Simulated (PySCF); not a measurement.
# Dipole response of Br (bromine, neutral)

[Ar] 3d10 4s2 4p5, 2P determinant. Computed with PySCF 2.14 in def2-TZVPPD (7s6p5d1f, 57 functions), with no relativity, point nucleus. Coupled (time-dependent) response in atomic units; α is the mean over directions.

| method | mean α (bohr³) | α xx, yy, zz | C₆ (like pair) | S(−4) |
| --- | --- | --- | --- | --- |
| UHF | 20.30 | 18.58, 21.17, 21.17 | 161.4 | 89.98 |
| PBE | 22.27 | 20.01, 23.40, 23.40 | 180.0 | 119.1 |
| PBE0 | 21.33 | 19.32, 22.34, 22.34 | 170.9 | 105.0 |
| B97-3 | 21.40 | 19.33, 22.43, 22.43 | 171.4 | 106.5 |
| wB97M-V | 21.53 | 19.57, 22.51, 22.51 | 171.1 | 110.3 |

S(−4) is the Cauchy moment in α(ω) = α(0) + S(−4) ω² + …

Reference α: 21 ± 1 bohr³ (recommended; Schwerdtfeger and Nagle, table of static dipole polarizabilities (2023 update)). Published C₆: 162.0 (Chu and Dalgarno (2004); Tang, Norbeck and Certain (1976)).

Spin-orbit coupling is absent.

α(iu) at wB97M-V:

| u (hartree) | α(iu) (bohr³) |
| --- | --- |
| 0 | 21.53 |
| 0.0500 | 21.26 |
| 0.100 | 20.50 |
| 0.200 | 18.03 |
| 0.300 | 15.20 |
| 0.500 | 10.48 |
| 0.750 | 6.803 |
| 1.00 | 4.678 |
| 1.50 | 2.553 |
| 2.00 | 1.598 |
| 3.00 | 0.8018 |
| 5.00 | 0.3276 |

A single London oscillator, α(iu) = α/(1 + u²/ω²), gives C₆ = (3/4) ω α². Matching the computed C₆ needs ω = 4 × 171.1 / (3 × 21.53²) = 0.492 hartree.

The components differ because the open shell of this determinant is not spherical; for a pure term their mean is the scalar polarisability.
